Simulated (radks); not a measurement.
The numbers below are computed, except where a source is named.
Problem. All-electron atom: Al4+ in 1s1 2s2 2p6 (not the ground configuration). Level of theory: Dirac Kohn-Sham, relativistic LDA (MacDonald-Vosko exchange, VWN5 correlation), spin-unpolarised, spherical densities, finite nucleus; Fermi nuclear charge, rms radius 3.061 fm (a radial shooting solver on a logarithmic mesh with Libxc functionals). Some entries of the table are withheld. Estimate them.

| orbital | occ. | eigenvalue (hartree) | <r> (bohr) |
|---|---|---|---|
| 1s1/2 | 1 | -61.96502 | 0.1179 |
| 2s1/2 | 2 | (1) | 0.5850 |
| 2p1/2 | 2 | (2) | (3) |
| 2p3/2 | 4 | (4) | (5) |

Solution. 
(1) 2s1/2 eigenvalue (hartree): -6.75646
(2) 2p1/2 eigenvalue (hartree): -5.48372
(3) 2p1/2 <r> (bohr): 0.5322
(4) 2p3/2 eigenvalue (hartree): -5.46127
(5) 2p3/2 <r> (bohr): 0.5342
